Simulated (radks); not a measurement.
Question: The strontium ion Sr7+ is in [Ar] 3d10 4s2 4p1. All-electron calculation, non-relativistic Kohn-Sham, PBE, spin-polarised, spherical densities, point nucleus. Program: a radial shooting solver on a logarithmic mesh with Libxc functionals. Open shells are filled with parallel spins first. One electron is removed from 4s, 3p, 3d, 4p in turn, with full relaxation. Which removal costs least, and what does each cost?

Answer: 4p 120.08 eV; 4s 138.17 eV; 3d 255.22 eV; 3p 377.67 eV. The 4p electron leaves first.
